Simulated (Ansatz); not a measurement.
CdI (SMILES [Cd][I]), doublet, at a GFN2-xTB geometry (such geometries of metal compounds can be far from the true shape) (the spin is typed, not shown lowest) (all electrons, no relativity). Base run: HF/3-21G in Ansatz (a first-principles code).

Input for Ansatz:
Ansatz 0.2 input:
```yaml
crystal:
  periodic: [false, false, false]
  atoms:
    - {symbol: Cd, position_ang: [-0.00000000, -0.00000000, -1.49381317]}
    - {symbol: I, position_ang: [0.00000000, 0.00000000, 1.35288740]}
basis:
  gaussian:
    orbitals: 3-21G.json
hamiltonian:
  xc: hf
magnetization: {spin_polarized: true, initial_magnetization: 1}
```
The basis file holds 3-21G in the JSON format of the Basis Set Exchange.

The bond that is stretched is that between atoms 1 and 2. A test that says stable can miss a lower solution.

Variants of this job, named by their change:

```csv
change,ΔE vs base (kcal/mol),<S^2>,stability test says
base,0.000,0.757,minimum
spin_polarized = on; lower_state_search = off,0.000,0.757,undecided (no full test)
spin_polarized = on; lower_state_search = standard,0.000,0.757,minimum
bond × 1.25,17.43,0.815,minimum
spin_polarized = on; lower_state_search = off; bond × 1.25,17.43,0.815,undecided (no full test)
spin_polarized = on; lower_state_search = standard; bond × 1.25,17.43,0.815,minimum
bond × 1.5,28.23,0.807,minimum
spin_polarized = on; lower_state_search = off; bond × 1.5,28.23,0.807,undecided (no full test)
spin_polarized = on; lower_state_search = standard; bond × 1.5,28.23,0.807,minimum
bond × 1.8,29.50,0.752,minimum
spin_polarized = on; lower_state_search = off; bond × 1.8,29.50,0.752,undecided (no full test)
spin_polarized = on; lower_state_search = standard; bond × 1.8,29.50,0.752,minimum
bond × 2.2,29.69,0.750,minimum
spin_polarized = on; lower_state_search = off; bond × 2.2,29.69,0.750,undecided (no full test)
spin_polarized = on; lower_state_search = standard; bond × 2.2,29.69,0.750,minimum
bond × 3.0,29.87,0.750,minimum
spin_polarized = on; lower_state_search = off; bond × 3.0,29.87,0.750,undecided (no full test)
spin_polarized = on; lower_state_search = standard; bond × 3.0,29.87,0.750,minimum
```

On stretching, the SCF can end on different states; <S^2> shows the spin contamination of each.
